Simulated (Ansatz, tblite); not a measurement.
Cost and result up the ladder for cyclo-(H2GeO)2 (Ge₂O₂H₄) (8 atoms). Total charge 0; singlet. Geometry: PBE-D4/def2-SVP.

```xyz
8

Ge   -0.2404    1.2003    0.4634
H    -1.0663    2.2611   -0.3129
H     0.2734    1.6982    1.8411
O    -1.0737   -0.4295    0.5557
Ge    0.2404   -1.2003   -0.4633
H    -0.2735   -1.6978   -1.8411
H     1.0663   -2.2613    0.3126
O     1.0738    0.4295   -0.5555
```

Ansatz on 4 threads of Intel Xeon 6975P-C on a shared host; xTB runs through tblite on one thread. Times are rough, summed over both states, and most runs start from the orbitals of an earlier one. PBE0-D4/def2-TZVP serves as the yardstick here, not as an exact answer. The other state is a doublet.

The xTB rows come from tblite.

Raw xTB energies of ions are shifted by several eV.

```tsv
level	functions	wall time
GFN2-xTB	30	0.007 s
GFN1-xTB	34	0.012 s
PBE-D4/def2-TZVP (with forces)	182	2.6 s
r2SCAN-D4/def2-TZVP	182	4.6 s
PBE0-D4/def2-TZVP	182	4.9 s
```

**Question.** Estimate what each level gives for the vertical IE (eV).

**Answer.** 
| level | vertical IE (eV) | difference from PBE0-D4/def2-TZVP (eV) |
| --- | --- | --- |
| GFN2-xTB | 14.63 | 4.48 |
| GFN1-xTB | 14.88 | 4.72 |
| PBE-D4/def2-TZVP (with forces) | 9.63 | -0.53 |
| r2SCAN-D4/def2-TZVP | 9.85 | -0.31 |
| PBE0-D4/def2-TZVP | 10.16 | 0.00 |
